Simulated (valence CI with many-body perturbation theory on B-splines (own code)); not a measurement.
Energy levels of In X

Calculated by valence CI with perturbative core correlation (CI+MBPT): four valence electrons over a frozen Dirac-Fock core [Kr], radial functions for each j: 7 s, 7 p, 8 d, 6 f, 4 g, 1 h, with the one-electron correlation potential Σ1 (screened to all orders), the two-electron term Σ2, the three-electron term Σ3, Breit, model QED; selected single and double excitations, second order for the rest, scaled by the run's own slope (own B-spline code, finite nucleus).

No measured levels were compared; by estimate terms of the open shell hold to 2 to 4 % of their energy, and close levels can change places. Excitations out of the core, of the other parity, are not computed and may begin above about 48.2 eV (a cautious bound); beyond it only levels of the ground parity were kept, without lifetimes.

Levels 1 to 45 of 72, with energies above the lowest level, 4d⁴ ⁵D_0. "Leading %" is the weight of the configuration and term that name the level; weights of strongly mixed levels are sums over their largest components and can fall short. In the jj column 3d3/2^4 stands for four electrons in 3d with j = 3/2. Lifetimes count E1, E2, E3, M1 and M2 decay at the calculated energies, and are blank where another channel may lead or the interval is too uncertain; long ones can be off by a factor of two.

| No. | Configuration | Term | J | E (cm⁻¹) | Leading % | Lifetime | Leading jj |
| --- | --- | --- | --- | --- | --- | --- | --- |
| 1 | 4d⁴ | ⁵D | 0 | 0 | 86 |  | 4d3/2^4 (51 %) |
| 2 | 4d⁴ | ⁵D | 1 | 2304 | 93 | 1.66 s | 4d3/2^3 4d5/2 (72 %) |
| 3 | 4d⁴ | ⁵D | 2 | 5190 | 96 | 778 ms | 4d3/2^2 4d5/2^2 (65 %) |
| 4 | 4d⁴ | ⁵D | 3 | 8141 | 96 | 874 ms | 4d3/2^2 4d5/2^2 (52 %) |
| 5 | 4d⁴ | ⁵D | 4 | 11015 | 91 | 1.63 s | 4d3/2^2 4d5/2^2 (41 %) |
| 6 | 4d⁴ | ³P | 0 | 25131 | 76 | 10.7 ms | 4d3/2^2 4d5/2^2 (45 %) |
| 7 | 4d⁴ | ³H | 4 | 26463 | 66 | 132 ms | 4d3/2^3 4d5/2 (65 %) |
| 8 | 4d⁴ | ³H | 5 | 30849 | 82 | 433 ms | 4d3/2^2 4d5/2^2 (95 %) |
| 9 | 4d⁴ | ³G | 3 | 31638 | 61 | 41.8 ms | 4d3/2^2 4d5/2^2 (54 %) |
| 10 | 4d⁴ | ³P | 1 | 32408 | 88 | 14.3 ms | 4d3/2^2 4d5/2^2 (52 %) |
| 11 | 4d⁴ | ³H | 6 | 33396 | 86 | 3.74 s | 4d3/2^2 4d5/2^2 (76 %) |
| 12 | 4d⁴ | ³F | 2 | 33433 | 86 | 33.1 ms | 4d3/2^2 4d5/2^2 (52 %) |
| 13 | 4d⁴ | ³F | 4 | 35920 | 39 | 27.9 ms | 4d3/2 4d5/2^3 (46 %) |
| 14 | 4d⁴ | ³G | 4 | 39367 | 44 | 47.1 ms | 4d3/2^2 4d5/2^2 (77 %) |
| 15 | 4d⁴ | ³P | 2 | 39542 | 64 | 50.0 ms | 4d3/2^2 4d5/2^2 (65 %) |
| 16 | 4d⁴ | ³F | 3 | 40396 | 64 | 29.9 ms | 4d3/2 4d5/2^3 (66 %) |
| 17 | 4d⁴ | ³G | 5 | 43094 | 82 | 65.1 ms | 4d3/2 4d5/2^3 (95 %) |
| 18 | 4d⁴ | ³D | 3 | 44360 | 87 | 25.1 ms | 4d3/2^2 4d5/2^2 (40 %) |
| 19 | 4d⁴ | ³D | 2 | 47082 | 45 | 15.8 ms | 4d3/2 4d5/2^3 (49 %) |
| 20 | 4d⁴ | ¹I | 6 | 47155 | 86 | 48.0 ms | 4d3/2 4d5/2^3 (76 %) |
| 21 | 4d⁴ | ³D | 1 | 48120 | 92 | 15.4 ms | 4d3/2 4d5/2^3 (67 %) |
| 22 | 4d⁴ | ¹G | 4 | 53317 | 63 | 16.4 ms | 4d5/2^4 (51 %) |
| 23 | 4d⁴ | ¹S | 0 | 56331 | 84 | 11.4 ms | 4d3/2 4d5/2^3 (73 %) |
| 24 | 4d⁴ | ¹D | 2 | 58682 | 60 | 14.9 ms | 4d3/2^2 4d5/2^2 (54 %) |
| 25 | 4d⁴ | ¹F | 3 | 62002 | 78 | 20.7 ms | 4d3/2 4d5/2^3 (66 %) |
| 26 | 4d⁴ | ³P | 2 | 69912 | 84 | 17.2 ms | 4d3/2^2 4d5/2^2 (53 %) |
| 27 | 4d⁴ | ³F | 4 | 72168 | 87 | 10.3 ms | 4d3/2^2 4d5/2^2 (70 %) |
| 28 | 4d⁴ | ³F | 2 | 73457 | 83 | 11.6 ms | 4d3/2^2 4d5/2^2 (44 %) |
| 29 | 4d⁴ | ³F | 3 | 74747 | 85 | 19.9 ms | 4d3/2 4d5/2^3 (92 %) |
| 30 | 4d⁴ | ³P | 1 | 76148 | 98 | 11.2 ms | 4d3/2 4d5/2^3 (88 %) |
| 31 | 4d⁴ | ³P | 0 | 79406 | 93 | 14.7 ms | 4d5/2^4 (56 %) |
| 32 | 4d⁴ | ¹G | 4 | 82007 | 89 | 10.8 ms | 4d3/2 4d5/2^3 (76 %) |
| 33 | 4d⁴ | ¹D | 2 | 103950 | 97 | 7.41 ms | 4d3/2^2 4d5/2^2 (50 %) |
| 34 | 4d⁴ | ¹S | 0 | 134570 | 96 |  | 4d3/2^2 4d5/2^2 (57 %) |
| 35 | 4d³5s | ⁵F | 1 | 418420 | 94 |  | 4d3/2^3 5s (54 %) |
| 36 | 4d³5s | ⁵F | 2 | 420640 | 92 |  | 4d3/2^2 4d5/2 5s (51 %) |
| 37 | 4d³5s | ⁵F | 3 | 424220 | 94 |  | 4d3/2^2 4d5/2 5s (74 %) |
| 38 | 4d³5s | ⁵F | 4 | 428280 | 94 |  | 4d3/2 4d5/2^2 5s (63 %) |
| 39 | 4d³5s | ⁵F | 5 | 432250 | 89 |  | 4d3/2 4d5/2^2 5s (50 %) |
| 40 | 4d³5s | ³F | 2 | 432880 | 87 |  | 4d3/2^2 4d5/2 5s (56 %) |
| 41 | 4d³5s | ³F | 3 | 438390 | 85 |  | 4d3/2^2 4d5/2 5s (60 %) |
| 42 | 4d³5s | ⁵P | 2 | 440120 | 72 |  | 4d3/2^2 4d5/2 5s (72 %) |
| 43 | 4d³5s | ⁵P | 1 | 440210 | 84 |  | 4d3/2^2 4d5/2 5s (79 %) |
| 44 | 4d³5s | ³F | 4 | 442850 | 66 |  | 4d3/2^2 4d5/2 5s (54 %) |
| 45 | 4d³5s | ⁵P | 3 | 446620 | 96 |  | 4d3/2 4d5/2^2 5s (63 %) |

Names give the largest LS component (configuration and term), which can be under half, so a name can repeat, a term be missing and a line seem to break the LS rules; names also repeat where a configuration has a term twice.

The ionisation energy to 4d³ ⁴F3/2 of the next ion comes out as 178.9 eV (NIST: 178 ± 2.2 eV (theoretical)). All 72 levels together are meant to be complete up to 389110 cm⁻¹.
